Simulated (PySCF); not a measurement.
## Distorted geometries of Bi(CH3)(OH)2

Bi(CH3)(OH)2 (singlet). PySCF 2.14.0, RKS PBE, Bi def2-SVP with ECP60, C def2-SVP, H def2-SVP, O def2-SVP; non-relativistic Hamiltonian with scalar-relativistic core potentials where named; density fitting; no spin-orbit coupling. Relaxed geometry:

```xyz
9

Bi   -0.0318   -0.1194    0.2191
C     1.9790   -0.0550   -0.8268
H     1.9338   -0.8427   -1.6027
H     2.0448    0.9491   -1.2878
H     2.8174   -0.2306   -0.1258
O    -0.5561    1.7010   -0.7695
H    -1.4598    1.9464   -0.4877
O    -0.6968   -1.5499   -1.2236
H    -1.6139   -1.8024   -0.9961
```

Order these distorted geometries by energy above the relaxed one, lowest first.
A.
```xyz
9

Bi   -0.0909   -0.0595    0.1783
C     1.9020   -0.0749   -0.9065
H     2.0482   -0.8527   -1.5480
H     2.0484    0.9472   -1.3283
H     2.8762   -0.1876   -0.0728
O    -0.5236    1.6294   -0.8523
H    -1.4684    1.9082   -0.4469
O    -0.7601   -1.4817   -1.1402
H    -1.6153   -1.8321   -0.9840
```
B.
```xyz
9

Bi   -0.1468   -0.0809    0.2375
C     1.9985   -0.2384   -1.0221
H     2.0145   -0.6994   -1.4424
H     2.0764    1.0176   -1.2544
H     2.9211   -0.1486   -0.0770
O    -0.4531    1.6908   -0.6244
H    -1.5051    1.9935   -0.4864
O    -0.9344   -1.6679   -1.3590
H    -1.5546   -1.8703   -1.0726
```
C.
```xyz
9

Bi    0.0098    0.2418    0.1977
C     1.7935    0.0687   -0.5910
H     1.9248   -0.9544   -1.4153
H     2.2476    0.8527   -1.3119
H     2.8479   -0.1489   -0.2807
O    -0.4147    1.6468   -0.5891
H    -1.5912    1.6983   -0.5936
O    -0.7236   -1.6490   -1.1690
H    -1.6778   -1.7597   -1.3481
```

A (0.99 eV), C (7.11 eV), B (17.04 eV).

Which forces (eV/Å) act in the one that lies 7.11 eV up?


```
Bi    0.25 -21.19  13.49
C     8.91  -2.66  -6.90
H    -1.30   2.52   1.97
H    -1.56  -0.12   0.40
H    -0.60  -0.11   1.77
O   -11.45  19.26 -11.36
H     4.92   0.55  -0.29
O     0.98   1.46   0.66
H    -0.15   0.30   0.27
```
Forces carry noise of the integration grid, about 0.01 to 0.03 eV/Å.
